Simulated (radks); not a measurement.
All-electron atom: Tl2+ in [Xe] 4f14 5d10 6s0.5 6d0.5 (fractional occupations, a model configuration). All-electron calculation, scalar-relativistic Kohn-Sham, r2SCAN, spin-polarised, spherical densities, finite nucleus; open shells are filled with parallel spins first (spin-orbit coupling, left out, can overturn this in heavy ions); meta-GGA in the generalised Kohn-Sham scheme; Fermi nuclear charge, rms radius 5.4759 fm. Program: a radial shooting solver on a logarithmic mesh with Libxc functionals.

Unscreened Slater integrals over Kohn-Sham orbitals (eV). They are taken over the spin-up orbitals. Empty in this configuration: 6p.

\begin{tabular}{lr}
integral & value \\ \hline
F0(6d,6d) & 5.2628 \\
F2(6d,6d) & 2.8912 \\
F4(6d,6d) & 1.9510 \\
F0(6d,6s) & 6.4241 \\
G2(6d,6s) & 0.97346 \\
F0(6d,5d) & 6.7105 \\
F2(6d,5d) & 1.2038 \\
F4(6d,5d) & 0.48305 \\
G0(6d,5d) & 0.26507 \\
G2(6d,5d) & 0.32502 \\
G4(6d,5d) & 0.26246 \\
F0(6d,5p) & 6.8319 \\
F2(6d,5p) & 0.90260 \\
G1(6d,5p) & 0.47083 \\
G3(6d,5p) & 0.32478 \\
F0(6d,6p) & 6.1777 \\
F2(6d,6p) & 2.7082 \\
G1(6d,6p) & 2.5896 \\
G3(6d,6p) & 1.6444 \\
F0(6s,6s) & 10.926 \\
F0(6s,5d) & 12.867 \\
G2(6s,5d) & 2.8892 \\
F0(6s,5p) & 13.483 \\
G1(6s,5p) & 1.0632 \\
F0(6s,6p) & 9.4167 \\
G1(6s,6p) & 5.7403 \\
F0(5d,5d) & 18.198 \\
F2(5d,5d) & 9.4713 \\
F4(5d,5d) & 6.2962 \\
F0(5d,5p) & 20.541 \\
F2(5d,5p) & 10.276 \\
G1(5d,5p) & 12.464 \\
G3(5d,5p) & 7.7346 \\
F0(5d,6p) & 10.421 \\
F2(5d,6p) & 3.3336 \\
G1(5d,6p) & 1.4007 \\
G3(5d,6p) & 1.1632 \\
F0(5p,5p) & 24.247 \\
F2(5p,5p) & 13.077 \\
F0(5p,6p) & 10.746 \\
F2(5p,6p) & 2.4631 \\
G0(5p,6p) & 0.42873 \\
G2(5p,6p) & 0.57869 \\
F0(6p,6p) & 8.4780 \\
F2(6p,6p) & 4.6057 \\
\end{tabular}

Derived for the open shells (J is the average intra-shell exchange parameter used in DFT+U). 6d: Racah B = F2/49 - 5 F4/441 = 0.03688 eV, C = 35 F4/441 = 0.1548 eV, C/B = 4.20, F4/F2 = 0.675, J = (F2 + F4)/14 = 0.3459 eV.
